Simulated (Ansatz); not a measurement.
Consider the substitution at a C–C bond: `BC(=C)CC` + `BNB` → `BN(B)CC` + `BC=C`.

Computed with Ansatz on PBE0-D4/def2-TZVP structures; ΔE is electronic, products minus reactants. CCSD(T)/CBS is the MP2 limit (def2-TZVPP, def2-QZVPP) plus CCSD(T) − MP2 in def2-TZVPP, frozen cores. Functionals use def2-TZVPP. B3LYP here is the variant with VWN-RPA as its local correlation; programs differ in this. One conformer a species, not always the lowest.

```tsv
level	ΔE (eV)
r2SCAN-D4	0.36
B3LYP-D4	0.33
```

Q: What does CCSD(T)/CBS give? (Estimate.)

A: Ansatz gave: +0.34 eV. The listed levels differ from it by 0.02, -0.01 eV.

Largest T1 diagnostic among the species: 0.011.
